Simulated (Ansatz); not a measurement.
System: CHCl (charge 0, singlet). 
Geometry from a B3LYP-D3(BJ)/def2-TZVP (Ansatz, a first-principles code) optimisation:
```
C
H 1 1.1091
Cl 1 1.6972 2 102.31
```
Charge 0, spin multiplicity 1.

Basis-set convergence of Hartree-Fock and CCSD(T) correlation energies (hartree) with Ansatz. Correlated levels leave the core frozen unless marked. Spin-orbit coupling is left out. No relativistic terms.

The Hartree-Fock reference is unstable (checked in the largest basis), which strains HF and MP2. 

```csv
basis,functions,E(HF),"E(corr, CCSD(T))"
def2-SVP,37,-497.63863,-0.28439
def2-TZVPP,87,-497.84755,-0.37588
def2-QZVPP,157,-497.86213,-0.40374
```

Extrapolating the two largest sets (X = 3 and 4) as X^-3: E(corr) = (64·(-0.40374) - 27·(-0.37588))/37 = -0.4241 Eh, an estimate of the basis-set limit. The largest set recovers 95.2 % of it, the smallest 67.1 %.
